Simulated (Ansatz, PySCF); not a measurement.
The pair A = HF (SMILES F) (first 2 atoms), B = CH4O (SMILES CO); geometry from B3LYP-D3(BJ)/def2-TZVP.
(charge 0, multiplicity 1):
```xyz
8

F      0.0851     0.0129     0.2358
H     -0.2159    -0.0603     1.1336
C      0.5163     0.3958     3.5133
O     -0.5531    -0.1639     2.7395
H      0.2446     0.4480     4.5694
H      0.6753     1.4029     3.1355
H      1.4380    -0.1781     3.3944
H     -0.7281    -1.0638     3.0349
```

Correlated levels freeze the cores. CBS: X⁻³ extrapolation of the correlation energy, Hartree–Fock from the larger set.

Run with Ansatz (a program for electronic structure) with Gaussian orbitals; PySCF for the dispersion terms. 

The monomers are drawn apart, rigid, along the line of their centres of mass. Counterpoise-corrected interaction energies (kcal/mol):

| level | R = 3.509 Å | R = 4.167 Å |
|---|---|---|
| PBE/def2-TZVPPD | -6.2822 | -3.0308 |
| PBE-D3(BJ)/def2-TZVPPD | -6.6717 | -3.2403 |
| wB97M-V/def2-TZVPPD | -6.4013 | -3.1155 |
| MP2/CBS(aug-cc-pVDZ, aug-cc-pVTZ) + ΔCCSD(T)/aug-cc-pVDZ | -6.3238 | -3.1237 |

Task: R is the distance of the centres of mass. Find the local exponent m of E ∝ R⁻ᵐ between the two points.

Result: 
m = ln(E₁/E₂)/ln(R₂/R₁): PBE/def2-TZVPPD 4.2; PBE-D3(BJ)/def2-TZVPPD 4.2; wB97M-V/def2-TZVPPD 4.2; MP2/CBS(aug-cc-pVDZ, aug-cc-pVTZ) + ΔCCSD(T)/aug-cc-pVDZ 4.1. For scale, two fixed dipoles give m = 3, dipole and quadrupole 4, quadrupoles 5, and dispersion or dipole-induced dipole 6 at long range; at these distances several terms mix, and what is left of overlap and damping shifts m, so it need not match one of them.
